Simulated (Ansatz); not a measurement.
**Strength of the C–H bond: CH2ClI → CHClI + H**

Species: CH2ClI (chloroiodomethane) `ClCI`, singlet; CHClI `Cl[CH]I`, doublet; H atom, doublet. 

Shapes, held fixed at every level: PBE0-D4/def2-TZVP. Programs: Ansatz 0.2.0. The zero-point and thermal change to 298 K, harmonic and unscaled (PBE0-D4/def2-TZVP), is -29.3 kJ/mol.

| level | kind | ΔH(298 K) (kJ/mol) | less CCSD(T)/def2-TZVPP | CPU time (sum over the molecules) |
| --- | --- | --- | --- | --- |
| HF/def2-SVP | Hartree–Fock | +308.6 | -90.0 | – |
| SPW92/def2-TZVPP | LDA | +419.5 | +20.9 | 4.3 s |
| r2SCAN-D4/def2-TZVPP | meta-GGA | +378.2 | -20.4 | 18 s |
| PBE0-D4/def2-TZVPP | global hybrid | +384.0 | -14.6 | 10 s |
| wB97M-V/def2-TZVPP | range-separated hybrid | +401.7 | +3.1 | 38 s |
| B2PLYP/def2-TZVPP | double hybrid | +393.4 | -5.2 | 17 s |
| CCSD(T)/def2-TZVPP | coupled cluster or CI | +398.6 | 0.0 | 2.5 min |

The highest level, CCSD(T)/def2-TZVPP, gives ΔH(298 K) = +398.6 kJ/mol; the levels span +308.6 to +419.5. The column of differences is taken from that level and isn't an error. Hartree–Fock misses the correlation of the pair that is broken and comes out low. No measured value is set beside it here. Open shells run unrestricted unless RO is named. For atoms past krypton def2 sets carry core potentials with scalar relativity. Correlated rows may include outer-core shells of I, which these sets cover unevenly. Times are processor times on shared x86 and Arm servers, and rough.
